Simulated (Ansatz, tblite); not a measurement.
Cost and result up the ladder for (H3Ge)2S (Ge₂H₆S) (9 atoms). The state is a singlet with charge 0. Geometry: B3LYP-D4/def2-SVP.

```
atom   x (Å)   y (Å)   z (Å)
 Ge1   0.005  -1.585  -0.657
  H2  -1.377  -1.234  -1.246
  H3   0.729  -2.614  -1.542
  H4  -0.172  -2.129   0.777
  S5   1.330   0.232  -0.644
 Ge6   0.069   1.598   0.621
  H7  -1.283   1.872  -0.072
  H8  -0.184   0.964   2.005
  H9   0.882   2.897   0.758
```

Ansatz on 4 threads of Intel Xeon 6975P-C on a shared host; xTB runs through tblite on one thread. Times are rough, summed over both states, and most runs start from the orbitals of an earlier one. PBE0-D4/def2-TZVP serves as the yardstick here, not as an exact answer. The other state is a doublet.

The xTB rows come from tblite.

Raw xTB energies of ions are shifted by several eV.

| level | functions | wall time | vertical IE (eV) | difference from PBE0-D4/def2-TZVP (eV) |
| --- | --- | --- | --- | --- |
| GFN2-xTB | 33 | 0.006 s | 13.51 | 4.37 |
| GFN1-xTB | 39 | 0.01 s | 14.88 | 5.73 |
| PBE-D4/def2-TZVP (with forces) | 169 | 2.2 s | 9.00 | -0.14 |
| PBE0-D4/def2-TZVP | 169 | 3.4 s | 9.15 | 0.00 |
| r2SCAN-D4/def2-TZVP | 169 | 4.3 s | 9.08 | -0.07 |
